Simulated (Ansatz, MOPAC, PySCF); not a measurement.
Dimer: hydrogen isocyanide (SMILES [C-]#[NH+]) (first 3 atoms) with hydrogen isocyanide (SMILES [C-]#[NH+]); geometry from B3LYP-D3(BJ)/def2-TZVP, rigid monomers moved along the line of their centres of mass till H3···C4 is 2.36 Å.
(charge 0, multiplicity 1):
```tsv
atom	x (Å)	y (Å)	z (Å)
C	-0.2166	0.3936	-1.1305
N	-0.1158	0.3302	0.0263
H	-0.0279	0.2747	1.0361
C	0.1756	0.1469	3.3851
N	0.2758	0.0846	4.5377
H	0.3622	0.0309	5.5311
```

Counterpoise-corrected where a basis set is named; no monomer relaxation.

The state reached by AM1, PM7 isn't checked; PM7 holds dispersion and hydrogen-bond terms.

The values were computed with Ansatz (Gaussian orbitals); MOPAC for AM1, PM7 (differences of heats of formation); PySCF for the dispersion terms. Each number belongs to the level named beside it.

Question: One of these levels gives -3.96 kcal/mol for the interaction energy. Which?
(A) PM7
(B) r2SCAN-D3(BJ)/def2-TZVPPD
(C) AM1

Answer: C, AM1. The others give -3.06 (PM7), -6.61 (r2SCAN-D3(BJ)/def2-TZVPPD)

Ansatz is a program for electronic structure.
